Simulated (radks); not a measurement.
Numerical settings for neutral lanthanum, [Xe] 5d1 6s2. All-electron calculation, scalar-relativistic Kohn-Sham, BLYP, spin-polarised, spherical densities, finite nucleus; open shells are filled with parallel spins first (spin-orbit coupling, left out, can overturn this in heavy ions); Fermi nuclear charge, rms radius 4.855 fm. Program: a radial shooting solver on a logarithmic mesh with Libxc functionals. The defaults (mesh step 0.008 in ln r, mesh end at 40 bohr or more with all orbitals vanishing there, Anderson mixing 0.5 over 9 steps, residual threshold near 1e-9 with the energy settled to 1e-9 hartree or 1e-11 of itself, here a cap of 99 iterations) give E = -8493.6474 hartree and 5d at -3.067 eV in 16 iterations. Run on one thread of a shared host, so times are rough (Arm Neoverse V1): 0.27 s of CPU time, 0.27 s wall, 16 iterations on 2440 mesh points. Changes against that run (0 stands for a change within the tolerance of the run):

setting                     iterations         converged  E (mhartree)  e(5d) (meV)  CPU (s)
mesh step in ln r 0.02              14               yes     +0.000522            0     0.11
mesh step in ln r 0.05              14               yes        +0.139     -0.00538     0.06
mesh step in ln r 0.08               4                no      diverged            -     0.05
mesh end (bohr) 12                  16               yes        +0.673        +46.7     0.25
mesh end (bohr) 1                   16  level above zero     +4.45e+05    +9.92e+05     0.34
residual threshold 1e-16            99                no             0            0     0.74
residual threshold 0.01              9               yes             0       +0.622     0.18
mixing 2.5                          26               yes             0            0     0.42
linear mixing, mixing 0.05          99                no        +0.567        -12.5      1.5
linear mixing, mixing 0.2           88               yes             0            0      1.1
mixing history 2                    25               yes             0            0     0.35
iteration cap 3                      3                no         +18.4         -367     0.07

Settled on a wrong energy, with an occupied level pushed above zero by the early mesh end: mesh end (bohr) 1 (+445 hartree). Apart from these: no run marked as converged misses the energy by more than 1 mhartree. A mesh that ends early acts as a hard wall.
